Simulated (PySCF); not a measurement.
Structure elucidation problem

Molecular formula: C6H5FSi. Simulated spectra:

1H NMR (400 MHz, computed): δ 6.83 (m, 1H), 5.17 (m, 1H), 4.64 (m, 2H), 3.08 (s, 1H).

13C{1H} NMR (computed): δ 178.1 (C), 146.5 (CH), 143.8 (C), 99.7 (CH), 95.1 (CH), 82.5 (C).

- coordinates at the GFN2-xTB level
- shielding tensors at PBE0/pcSseg-1 (GIAO)
- run in PySCF 2.14.0 with density-fitted response routines
- averaged over atoms made equivalent by symmetry, fast rotation or ring inversion, relativity neglected, one computed conformer, in vacuum

δ = σ(ref) − σ, references computed at the same level: TMS for 1H, 13C.

Question: Propose a structure and justify it.

Answer: 
Rings plus π bonds: 5 (1 ring in the answer). 6 carbon signals for 6 carbons: no two carbons are equivalent. Carbon types of the structure: 3 × C, 3 × CH, leaving 2 H on heteroatoms. δC 178.1, 143.8: fully substituted alkene carbon. δC 146.5, 99.7: alkene CH. δC 95.1: terminal alkyne carbon; sp carbons lie upfield of alkene carbons because the cylindrical π system leaves one tensor component strongly shielded. δC 82.5: alkyne carbon; the triple bond shields along its axis, which puts it between sp3 and sp2 carbons. δH 6.83, 5.17: hydrogen on an alkene CH; a vinylic proton, deshielded by the sp2 carbon and the C=C anisotropy. δH 4.64: hydrogen on a silicon bonded to 2 C, in a 5-membered ring. δH 3.08: hydrogen on a terminal alkyne carbon; it lies on the axis of the triple bond, in its shielding cone.

These data were computed for SMILES C#CC1=C[SiH2]C=C1F.

This is the structure that produced the data.

Splittings by 19F in the carbon and heteronuclear signals aren't shown, as no couplings were computed. Shifts are as computed. Against solution values, carbons near 30 ppm lie about +3 ppm off and those near 130 ppm about +5 ppm. Of 1211 compounds with measured shifts, 218 miss one by over three times the rms of a fit or turn the order of signals round; such compounds aren't used in these exercises. No couplings were computed; multiplicities are counted from neighbouring protons, with m where these are inequivalent, close in shift, in a saturated or five-membered ring or joined by F or P, and br s for small geminal =CH2 splittings.
